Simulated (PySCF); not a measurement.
Structure with atom numbers: `[CH2:1]=[CH:2][N:3]([SiH3:4])[CH:5]([CH3:6])[CH3:7]`. Each H is labelled by its parent atom. Ha(C1) is cis to N3; Hb(C1) is trans to N3.

Theoretical values (PySCF 2.14): NMR shieldings at PBE0/pcSseg-1/GIAO, structure optimised with GFN2-xTB. One conformer, rapidly exchanging positions averaged, non-relativistic Hamiltonian, in vacuum.

References, each an isolated molecule treated in the same way: TMS for $^{13}$C (186.93 ppm) and $^{1}$H (31.72 ppm) and $^{29}$Si (349.16 ppm); NH3 for $^{15}$N (267.73 ppm).

```csv
atoms,nucleus,count,Hirshfeld charge,δ (ppm)
Hb(C1),$^{1}$H,1,0.04,4.20
H(C5),$^{1}$H,1,0.04,?
Ha(C1),$^{1}$H,1,0.03,?
H(Si4),$^{1}$H,3,-0.08,4.70
C2,$^{13}$C,1,0.00,143.6
C1,$^{13}$C,1,-0.16,88.9
N3,$^{15}$N,1,-0.14,86.5
C6/C7,$^{13}$C,2,-0.12,25.2
Si4,$^{29}$Si,1,0.35,?
C5,$^{13}$C,1,0.03,?
H(C6)/H(C7),$^{1}$H,6,0.04,1.18
H(C2),$^{1}$H,1,0.05,6.52
```

Estimate the values marked ?.

Results:


- C5: 55.8 ppm, sp3 CH bonded to N; the inductive effect lowers its shielding
- Ha(C1): 3.98 ppm, hydrogen on a β carbon of an enol-ether or enamine type C=C; lone-pair donation from O or N shields it, upfield of ordinary alkene protons
- H(C5): 3.25 ppm, hydrogen on an sp3 CH bonded to N; its carbon carries N, which withdraws density
- Si4: -52.6 ppm, silicon bonded to N, 3 H

Shifts are as computed. Against solution values, carbons near 30 ppm lie about +3 ppm off and those near 130 ppm about +5 ppm. Of 1211 compounds with measured shifts, 218 miss one by over three times the rms of a fit or turn the order of signals round; such compounds aren't used in these exercises. Experimental scales use liquid or dissolved standards, which lie at an offset from isolated NH3 (liquid NH3: subtract about 20 ppm).
